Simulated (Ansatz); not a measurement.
Species: AlF₂ (charge +1, singlet). It need not be the lowest isomer of its formula. 
Coordinates optimised at B3LYP-D3(BJ)/def2-TZVP (Ansatz, a first-principles code):
```xyz
3

Al     0.0000     0.0000     0.0000
F      0.0000     0.0000    -1.5918
F      0.0000     0.0000     1.5918
```
Charge +1, spin multiplicity 1.

Computed values are from Ansatz. Cores are frozen in the correlated levels unless marked. Open shells are spin-unrestricted. No spin-orbit coupling. No relativistic terms. CBS(X,Y): correlation extrapolated as X^-3; Hartree-Fock from the larger set. [CCSD(T)-MP2]/basis is that difference in the basis named.

```
Property                                                                                                                                            Result
-------------------------------------------------------------------  -------------------------------------------------------------------------------------
vertical ionisation energy (to the doublet)                          23.29 eV at RI-MP2/CBS(aug-cc-pV(T+d)Z,aug-cc-pV(Q+d)Z)+[CCSD(T)-MP2]/aug-cc-pV(T+d)Z
vertical electron affinity (to the doublet; negative means unbound)   7.73 eV at RI-MP2/CBS(aug-cc-pV(T+d)Z,aug-cc-pV(Q+d)Z)+[CCSD(T)-MP2]/aug-cc-pV(T+d)Z
total energy                                                                                  -441.3851 Eh at CCSD(T)/CBS(aug-cc-pV(T+d)Z,aug-cc-pV(Q+d)Z)
T1 diagnostic                                                                                                                0.014 at CCSD/aug-cc-pV(Q+d)Z
```
